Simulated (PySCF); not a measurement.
Input file for PySCF: R-HF/STO-3G on CH3N (SMILES C=N), 2S+1 = 1, a spin state set in the input, which need not be the lowest.

```python
from pyscf import gto, scf, dft, mp
from pyscf.data.elements import chemcore

mol = gto.M(
    atom='''
    C    -0.55740008    0.17855308    0.01045098
    N     0.60302823   -0.31992002   -0.01201016
    H    -1.41804796   -0.49076045    0.02134142
    H    -0.77858901    1.25082695    0.02015765
    H     1.31983979    0.40805513   -0.02013386
    ''',
    basis='sto-3g',
    charge=0, spin=0, verbose=3, max_memory=1800)
mf = scf.RHF(mol)
mf.conv_tol = 1e-8
mf.max_cycle = 100
mf.kernel()
if not mf.converged:
    mf = mf.newton().run(mf.mo_coeff, mf.mo_occ)
```

Output:

```
converged SCF energy = -92.8220684357063
```

The calculation finished and met its thresholds.

Cost: very roughly 0.06 core-seconds.
